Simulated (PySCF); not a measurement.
# Electronic structure of Zr²⁺ (zirconium, charge +2) at the UHF level

Configuration: [Kr] 4d1 5s1, high-spin 3D determinant (an excited configuration). Calculation: PySCF 2.14, in aug-cc-pVTZ-PP with one added diffuse shell each of s, p, d, f, g type with ECP28MDF (7s7p6d4f3g, 113 functions); scalar relativity through the core potential.

```
Total energy                                                  : -45.578838 hartree
One-electron energy                                           : -70.3095 hartree
Hartree (Coulomb) energy                                      : 29.6015 hartree
Exchange energy                                               : -4.8708 hartree
⟨S²⟩                                                          : 2.0030
⟨L²⟩                                                          : 6.031
Sum of ⟨r⟩                                                    : 15.83 bohr
Sum of ⟨r²⟩                                                   : 31.66 bohr²
Traceless quadrupole moment −½Σ⟨3z² − r²⟩ along its main axis : 1.02 e·bohr²
```

```tsv
shell	electrons	mean orbital energy (hartree)	spread (hartree)	rms radius, mean of both spins (bohr)
4s α	1	-3.19368	0	1.30
4s β	1	-3.13431	0	1.30
4p α	3	-2.17516	0.03536	1.45
4p β	3	-2.10619	0.05035	1.45
4d α	1	-0.93478	0	2.08
5s α	1	-0.74131	0	3.36
```

Energies and moments cover only the electrons outside the core potential.
